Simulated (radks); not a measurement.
All-electron atom: P4+ in [Ne] 3s1.

Method: non-relativistic Kohn-Sham, r2SCAN, spin-polarised, spherical densities, point nucleus; open shells are filled with parallel spins first; meta-GGA in the generalised Kohn-Sham scheme; computed with a radial shooting solver on a logarithmic mesh with Libxc functionals.

Energy parts (eV):
total: -9174.303
kinetic: 9164.336
electron-nucleus: -21216.414
Hartree: 3469.218
exchange-correlation: -591.443

Orbitals (lengths in bohr, moments of r in powers of bohr; <r^-3> diverges for s and p1/2):
orbital  occ.  eigenvalue (eV)   <1/r>  <r^-3>
1s up       1        -2148.521   14.57       -
1s down     1        -2148.271   14.56       -
2s up       1        -233.5387   2.831       -
2s down     1        -233.2941   2.828       -
2p up       3        -183.1777   2.722   63.51
2p down     3        -182.8283   2.723   63.56
3s up       1         -59.6888  0.8559       -

The highest occupied level is 3s up at -59.689 eV. Virial ratio -V/T = 2.00109. The electron density at the nucleus is 2187 e/bohr^3. Summed over all electrons, <r^2> = 5.320 bohr^2, which gives a Langevin (diamagnetic) susceptibility term of -4.21 x 10^-6 cm^3/mol. The spin density at the nucleus is 10.118 e/bohr^3 (1s 0.256, 2s 0.192, 3s 9.671), a Fermi contact field of 531 T. Spin moment in Bohr magnetons: 1.
